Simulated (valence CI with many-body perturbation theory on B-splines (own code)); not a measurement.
**Level structure of Sn⁹⁺**

Calculated by valence CI with perturbative core correlation (CI+MBPT): five valence electrons over a frozen Dirac-Fock core [Kr], a basis of 7 s, 7 p, 8 d, 6 f, 4 g, 1 h functions for each j, with the one-electron correlation potential Σ1 (screened to all orders), the two-electron term Σ2, the three-electron term Σ3, Breit, model QED; selected single and double excitations, second order for the rest, scaled by the run's own slope (own B-spline code, finite nucleus).

No measured levels were compared; by estimate terms of the open shell hold to 2 to 4 % of their energy, and close levels can change places. Not all symmetries were solved, so the list stops early. Among the levels kept, up to 1400 cm⁻¹ of a level comes from second order outside the variational space, and about a tenth of that is noise between levels of different J, which matters for small intervals. Excitations out of the core, of the other parity, are not computed and may begin above about 50.1 eV (a cautious bound); beyond it only levels of the ground parity were kept, without lifetimes.

Levels 1 to 45 of 100, with energies above the lowest level, 4d5 6S_5/2. "Leading %" is the weight of the configuration and term that name the level; weights of strongly mixed levels are sums over their largest components and can fall short. In the jj column 3d3/2^4 stands for four electrons in 3d with j = 3/2.

```
No.  Configuration  Term     J  E (eV)  Leading %  Second component                 Leading jj
  1            4d5    6S   5/2   0.000         94        5 % 4d5 4P     4d3/2^2 4d5/2^3 (38 %)
  2            4d5    4G   5/2   4.093         56       13 % 4d5 2F       4d3/2^4 4d5/2 (56 %)
  3            4d5    4G   7/2   4.446         85        6 % 4d5 2F     4d3/2^3 4d5/2^2 (64 %)
  4            4d5    4G  11/2   4.530         91        7 % 4d5 2H     4d3/2^3 4d5/2^2 (50 %)
  5            4d5    4G   9/2   4.606         94                       4d3/2^2 4d5/2^3 (57 %)
  6            4d5    4D   5/2   4.678         31       30 % 4d5 4P     4d3/2^3 4d5/2^2 (41 %)
  7            4d5    4D   3/2   4.814         48       46 % 4d5 4P     4d3/2^3 4d5/2^2 (78 %)
  8            4d5    4P   1/2   5.190         59       38 % 4d5 4D     4d3/2^2 4d5/2^3 (51 %)
  9            4d5    4D   7/2   5.483         84        8 % 4d5 4G     4d3/2^2 4d5/2^3 (72 %)
 10            4d5    4D   5/2   6.016         45       26 % 4d5 4P     4d3/2^3 4d5/2^2 (44 %)
 11            4d5    4D   1/2   6.029         61       36 % 4d5 4P     4d3/2^2 4d5/2^3 (78 %)
 12            4d5    4P   3/2   6.250         48       45 % 4d5 4D     4d3/2^2 4d5/2^3 (58 %)
 13            4d5    2I  11/2   6.422         83       12 % 4d5 2H     4d3/2^2 4d5/2^3 (60 %)
 14            4d5    2I  13/2   6.790         99                       4d3/2^2 4d5/2^3 (99 %)
 15            4d5    4F   7/2   7.144         39       39 % 4d5 2F     4d3/2^3 4d5/2^2 (71 %)
 16            4d5    2F   5/2   7.202         30       25 % 4d5 2D       4d3/2 4d5/2^4 (38 %)
 17            4d5    4F   3/2   7.211         49       45 % 4d5 2D     4d3/2^2 4d5/2^3 (63 %)
 18            4d5    4F   9/2   7.223         44       43 % 4d5 2G     4d3/2^3 4d5/2^2 (56 %)
 19            4d5    4F   5/2   7.787         55       28 % 4d5 2F     4d3/2^2 4d5/2^3 (65 %)
 20            4d5    2H   9/2   8.126         51       38 % 4d5 4F     4d3/2^2 4d5/2^3 (93 %)
 21            4d5    2G   7/2   8.248         37       29 % 4d5 2F     4d3/2^2 4d5/2^3 (53 %)
 22            4d5    2D   3/2   8.408         50       45 % 4d5 4F       4d3/2 4d5/2^4 (56 %)
 23            4d5    2F   7/2   8.591         51       39 % 4d5 2G       4d3/2 4d5/2^4 (50 %)
 24            4d5    2F   5/2   8.749         68       16 % 4d5 2D     4d3/2^2 4d5/2^3 (59 %)
 25            4d5    2H  11/2   9.025         80       15 % 4d5 2I       4d3/2 4d5/2^4 (86 %)
 26            4d5    2F   7/2   9.185         66       24 % 4d5 4F       4d3/2 4d5/2^4 (48 %)
 27            4d5    2G   9/2   9.226         47       37 % 4d5 2H       4d3/2 4d5/2^4 (70 %)
 28            4d5    2S   1/2   9.656         91                       4d3/2^3 4d5/2^2 (37 %)
 29            4d5    2F   5/2   9.689         45       40 % 4d5 2D             4d5/2^5 (56 %)
 30            4d5    2D   3/2  10.852         96                         4d3/2 4d5/2^4 (35 %)
 31            4d5    2D   5/2  11.255         84       11 % 4d5 2F       4d3/2 4d5/2^4 (44 %)
 32            4d5    2G   9/2  11.920         98                       4d3/2^2 4d5/2^3 (76 %)
 33            4d5    2G   7/2  12.102         93        5 % 4d5 2F       4d3/2 4d5/2^4 (49 %)
 34            4d5    2P   3/2  14.017         89        9 % 4d5 2D     4d3/2^2 4d5/2^3 (75 %)
 35            4d5    2P   1/2  14.362         95                       4d3/2^2 4d5/2^3 (42 %)
 36            4d5    2D   5/2  15.754         97                       4d3/2^2 4d5/2^3 (77 %)
 37            4d5    2D   3/2  15.991         88        9 % 4d5 2P       4d3/2 4d5/2^4 (66 %)
 38         4d4 5s    6D   1/2  54.801         87    10 % 4d4 5s 4P          4d3/2^4 5s (35 %)
 39         4d4 5s    6D   3/2  55.122         92     5 % 4d4 5s 4P    4d3/2^3 4d5/2 5s (62 %)
 40         4d4 5s    6D   5/2  55.501         95                    4d3/2^2 4d5/2^2 5s (62 %)
 41         4d4 5s    6D   7/2  55.887         94                    4d3/2^2 4d5/2^2 5s (51 %)
 42         4d4 5s    6D   9/2  56.266         91     8 % 4d4 5s 4F  4d3/2^2 4d5/2^2 5s (41 %)
 43         4d4 5s    4D   1/2  56.780         82    12 % 4d4 5s 2P    4d3/2^3 4d5/2 5s (48 %)
 44         4d4 5s    4D   3/2  57.247         90                    4d3/2^2 4d5/2^2 5s (46 %)
 45         4d4 5s    4D   5/2  57.708         90                    4d3/2^2 4d5/2^2 5s (54 %)
```

Names give the largest LS component (configuration and term), which can be under half, so a name can repeat, a term be missing and a line seem to break the LS rules; names also repeat where a configuration has a term twice.

Where two levels of one J and parity lie close, their mixing, g and order are uncertain.

The ionisation energy to 4d4 5D_0 of the next ion comes out as 184.7 eV (NIST: 184 ± 2.2 eV (theoretical)). All 100 levels together are meant to be complete up to 50.091 eV.
